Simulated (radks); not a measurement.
Polarisability of the bismuth ion Bi+, [Hg] 6p2, at imaginary frequency. All-electron calculation, scalar-relativistic Kohn-Sham, PBE, spin-polarised, spherical densities, finite nucleus; open shells are filled with parallel spins first (spin-orbit coupling, left out, can overturn this in heavy ions); Fermi nuclear charge, rms radius 5.5211 fm. Program: a radial shooting solver on a logarithmic mesh with Libxc functionals. Response by self-consistent Sternheimer equations with the Hartree and adiabatic LDA kernel, the relativistic mass of each level held fixed and spin-orbit coupling left out.

| w (hartree) | alpha1(iw) (bohr^3) |
|---|---|
| 0.00266 | 27.86 |
| 0.0143 | 27.82 |
| 0.0360 | 27.58 |
| 0.0697 | 26.86 |
| 0.118 | 25.23 |
| 0.186 | 22.36 |
| 0.280 | 18.36 |
| 0.413 | 13.90 |
| 0.605 | 9.786 |
| 0.892 | 6.509 |
| 1.35 | 4.111 |
| 2.12 | 2.394 |
| 3.59 | 1.184 |
| 6.94 | 0.4415 |
| 17.5 | 0.1047 |

Static values: alpha1 = 27.86 bohr^3 (4.129 angstrom^3; uncoupled 43.51). C6 = 257.1, triple-dipole C9 = 4922 atomic units. One-pole (London) frequency 4 C6 / (3 alpha1^2) = 0.442 hartree, against 0.442 for minus the highest occupied eigenvalue.
